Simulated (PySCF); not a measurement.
HCl$_{2}$Ga (SMILES [Cl][GaH][Cl]), singlet, at a GFN2-xTB geometry (such geometries of metal compounds can be far from the true shape), atoms displaced at random by about 0.08 Å a coordinate; HF/cc-pVDZ, gradient (PySCF).

Here is a job for PySCF.
```python
from pyscf import gto, scf

mol = gto.M(
    atom='''
Ga   -0.31642707   -0.43064913    0.16617965
H    -1.17386167   -1.42999773    0.44401810
Cl    1.59963383   -0.26441993    1.00754434
Cl   -0.98445634    1.01058368   -1.33675320
''',
    basis='cc-pvdz',
    verbose=4,
)

mf = scf.RHF(mol)
mf.conv_tol = 1e-11
mf.kernel()
g = mf.nuc_grad_method()
grad = g.kernel()
```

What the program printed (banner, timings and long lists left out):

```
PySCF version 2.14.0

[INPUT] verbose = 4
[INPUT] num. atoms = 4
[INPUT] num. electrons = 66
[INPUT] charge = 0
[INPUT] spin (= nelec alpha-beta = 2S) = 0
[INPUT] symmetry False subgroup None
[INPUT] Mole.unit = angstrom
[INPUT] Symbol           X                Y                Z      unit          X                Y                Z       unit  Magmom
[INPUT]  1 Ga    -0.316427070000  -0.430649130000   0.166179650000 AA   -0.597960500699  -0.813808911482   0.314034025976 Bohr   0.0
[INPUT]  2 H     -1.173861670000  -1.429997730000   0.444018100000 AA   -2.218277064425  -2.702304068450   0.839072603350 Bohr   0.0
[INPUT]  3 Cl     1.599633830000  -0.264419930000   1.007544340000 AA    3.022869838289  -0.499681249577   1.903982860956 Bohr   0.0
[INPUT]  4 Cl    -0.984456340000   1.010583680000  -1.336753200000 AA   -1.860352864192   1.909726381155  -2.526097444136 Bohr   0.0

nuclear repulsion = 319.641957113578
number of shells = 19
number of NR pGTOs = 166
number of NR cGTOs = 68
basis = cc-pvdz
ecp = {}

******** <class 'pyscf.scf.hf.RHF'> ********
method = RHF
initial guess = minao
damping factor = 0
level_shift factor = 0
DIIS = <class 'pyscf.scf.diis.CDIIS'>
diis_start_cycle = 1
diis_space = 8
diis_damp = 0
SCF conv_tol = 1e-11
SCF conv_tol_grad = None
SCF max_cycles = 50
direct_scf = True
direct_scf_tol = 1e-13
Set gradient conv threshold to 3.16228e-06
Initial guess from minao.
init E= -2842.57240406469
  HOMO = -0.39797334601568  LUMO = 0.0229816838162189  gap/eV = 11.45477
cycle= 1 E= -2842.84851105588  delta_E= -0.276  |g|= 0.373  |ddm|= 1.43
  HOMO = -0.423514700701413  LUMO = 0.00534782171170911  gap/eV = 11.66994
cycle= 2 E= -2842.89510293677  delta_E= -0.0466  |g|= 0.164  |ddm|=  0.6
  HOMO = -0.451587595324792  LUMO = 0.0381769845746005  gap/eV = 13.32717
cycle= 3 E= -2842.90327159783  delta_E= -0.00817  |g|= 0.0226  |ddm|= 0.162
  HOMO = -0.451163326307492  LUMO = 0.0417288427536855  gap/eV = 13.41228
cycle= 4 E= -2842.90362208014  delta_E= -0.00035  |g|= 0.00373  |ddm|= 0.049
  HOMO = -0.451164049499559  LUMO = 0.0412231943229391  gap/eV = 13.39854
cycle= 5 E= -2842.90363310894  delta_E= -1.1e-05  |g|= 0.000878  |ddm|= 0.00788
  HOMO = -0.451302922016818  LUMO = 0.0412137286859564  gap/eV = 13.40206
cycle= 6 E= -2842.90363383284  delta_E= -7.24e-07  |g|= 0.000274  |ddm|= 0.00203
  HOMO = -0.451303846174495  LUMO = 0.0412396664203043  gap/eV = 13.40279
cycle= 7 E= -2842.90363390009  delta_E= -6.73e-08  |g|= 6.21e-05  |ddm|= 0.000644
  HOMO = -0.451309314910937  LUMO = 0.0412446696027704  gap/eV = 13.40308
cycle= 8 E= -2842.90363390375  delta_E= -3.66e-09  |g|= 1.09e-05  |ddm|= 0.000159
  HOMO = -0.451307641928679  LUMO = 0.0412451092795165  gap/eV = 13.40304
cycle= 9 E= -2842.90363390384  delta_E= -8.55e-11  |g|= 2.75e-06  |ddm|= 2.28e-05
  HOMO = -0.451308098740547  LUMO = 0.0412447060374954  gap/eV = 13.40304
cycle= 10 E= -2842.90363390385  delta_E= -8.19e-12  |g|= 7.83e-07  |ddm|= 5.5e-06
  HOMO = -0.45130790436858  LUMO = 0.0412447877251658  gap/eV = 13.40304
Extra cycle  E= -2842.90363390386  delta_E= -7.73e-12  |g|= 3.35e-07  |ddm|= 1.32e-06
converged SCF energy = -2842.90363390386

******** <class 'pyscf.grad.rhf.Gradients'> for <class 'pyscf.scf.hf.RHF'> ********
unit = Eh/Bohr
--------------- RHF gradients ---------------
         x                y                z
0 Ga    -0.0411557808    -0.0730088730     0.0352254470
1 H     0.0628018229     0.0745480764    -0.0231492088
2 Cl    -0.0160472217    -0.0041042527    -0.0060192805
3 Cl    -0.0055988204     0.0025650492    -0.0060569577
----------------------------------------------
```
